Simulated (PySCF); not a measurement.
# Orbital picture of SiW

PBE at R = 2.333 Å; basis Si def2-TZVPPD, W def2-TZVPPD with ECP60; scalar-relativistic core potentials; PySCF 2.14. State: ⁵Π (quintet), unpaired electrons σ ↑, π ↑, δ ↑↑. Only the outer orbitals are listed, counted within each symmetry, core potentials removing the inner ones.

```
spin  orbital  occ.  ε (eV)  on Si (%)          main shells (%)
   α       6σ     1  -10.69         81          79 Si s, 10 W s
   α       7σ     1   -5.81         27  71 W s, 18 Si p, 9 Si s
   α       3π     1   -5.77         32          67 W d, 29 Si p
   α       8σ     1   -5.30         24          70 W d, 16 Si p
   α       3π     1   -5.19         25          74 W d, 23 Si p
   α       1δ     1   -4.77          1                   99 W d
   α       1δ     1   -4.73          1                   97 W d
   α       4π     0   -3.16         47  47 Si p, 27 W p, 26 W d
   α       4π     0   -2.71         44  45 Si p, 37 W p, 18 W d
   α       9σ     0   -2.27         36  49 W p, 31 Si p, 12 W d
   β       5σ     1  -40.04          1                   99 W p
   β       2π     1  -39.61          0                  100 W p
   β       2π     1  -39.44          0                  100 W p
   β       6σ     1  -10.45         87                  86 Si s
   β       7σ     1   -5.11         57  46 Si p, 30 W s, 14 W d
   β       3π     1   -4.52         62          61 Si p, 35 W d
   β       3π     0   -4.23         59          58 Si p, 39 W d
   β       8σ     0   -3.08          4           57 W s, 38 W d
   β       1δ     0   -1.94          2                   98 W d
```

Task: Which are the highest filled and the lowest empty level, where do they sit, and how wide is the gap?

Result: Highest filled β 3π at -4.52 eV (in %: 61 Si p, 35 W d); lowest empty β 3π at -4.23 eV (in %: 58 Si p, 39 W d); the gap at PBE is 0.29 eV. Both belong to one degenerate shell, split only by its one-sided filling, so this is no excitation gap.

```json
{"bond order (Mayer)": "2.22", "⟨S²⟩": "6.169", "charge on Si (Mulliken, basis-dependent)": "0.04", "charge on Si (Löwdin, basis-dependent)": "0.05", "dipole moment (positive dipole means Si(−)W(+))": "2.13 D", "polarisability along the bond": "139.8 bohr³", "polarisability across the bond": "80.0 bohr³"}
```

Spin–orbit coupling is left out. The state is the lowest single determinant that the PBE0 search found; with open d or f shells the true ground state can be another one.
